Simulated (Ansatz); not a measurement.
The cluster Zn₃Se₃, relaxed as a singlet with RKS PBE-D4/def2-SVP in Ansatz, starting from the GFN1-xTB geometry. Force threshold 0.02 eV/Å.

The structure comes from a short search, and lower isomers may exist.

Start:

```xyz
6

Zn   -1.202   -0.994   -0.701
Zn    0.741   -0.467    1.463
Zn    0.461    1.461   -0.765
Se   -0.711   -2.238    1.178
Se    1.843    1.528    1.082
Se   -1.132    0.710   -2.257
```

(1) Estimate the energy that the relaxation releases and the steps that it takes.

(2) Does the start keep its bonding and symmetry?

(3) Predict the relaxed structure.

Results:

(1) 0.7 kcal/mol, in 2 steps; 5.5 s on 4 threads of Arm Neoverse V2 on a shared host. No frequencies were taken in this run, so the end may be a saddle point.

(2) By distances, no bond broke or formed. The bond that changes most is Zn1–Se4, from 2.31 to 2.31 Å (atoms count from 1). Point group D3h at the start, D3h at the end, both within 0.05 Å.

(3) 
```
atom    x (Å)    y (Å)    z (Å)
 Zn1  -1.1564  -0.9554  -0.6762
 Zn2   0.7140  -0.4483   1.4118
 Zn3   0.4431   1.4033  -0.7367
 Se4  -0.7140  -2.2510   1.1852
 Se5   1.8542   1.5359   1.0885
 Se6  -1.1408   0.7155  -2.2727
```
Bond lengths (bridged metal pairs left out): 6 × Se–Zn 2.31 Å.
